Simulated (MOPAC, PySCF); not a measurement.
[Zr(SH)4], neutral singlet in the gas phase. 

Cartesian coordinates (Å):
```xyz
9

Zr     0.1158    -0.1056     0.0762
S     -2.2458     0.3392    -0.3639
H     -2.5457    -0.8464     0.2398
S      0.3189    -0.9386     2.3643
H      1.3139    -1.7998     2.0177
S      1.0233    -1.7439    -1.5026
H     -0.1891    -2.3243    -1.7149
S      1.4342     1.9261    -0.1732
H      1.2099     1.8570    -1.5172
```
Charge 0, multiplicity 1.

All levels are single points at this geometry (TPSS-D3(BJ)/def2-SVP); Pople sets use spherical d functions. Orbital energies aren't observables, and empty levels follow the basis.

```tsv
level	HOMO (eV)	LUMO (eV)	gap (eV)	dipole (D)	vertical IE, Delta-SCF (eV)
B3LYP-D3(BJ)/def2-TZVP in PySCF	-7.62	-2.66	4.96	1.36	–
PBE-D3(BJ)/def2-TZVP in PySCF	-6.71	-3.24	3.46	1.37	–
TPSSh-D3(BJ)/def2-TZVP in PySCF	-7.27	-2.89	4.38	1.38	–
B3LYP/6-311+G** (LANL2DZ on Zr) in PySCF	-7.70	-3.00	4.70	1.57	–
B3LYP/6-31G* (LANL2DZ on Zr) in PySCF	-7.69	-2.96	4.73	1.67	9.49
BP86/6-31G* (LANL2DZ on Zr) in PySCF	-6.88	-3.59	3.29	1.69	–
PBE/6-31G* (LANL2DZ on Zr) in PySCF	-6.78	-3.48	3.30	1.71	–
HF/6-31G* (LANL2DZ on Zr) in PySCF	-10.76	0.25	11.01	1.76	–
PM6 in MOPAC	-9.19	-2.15	7.04	1.74	–
```
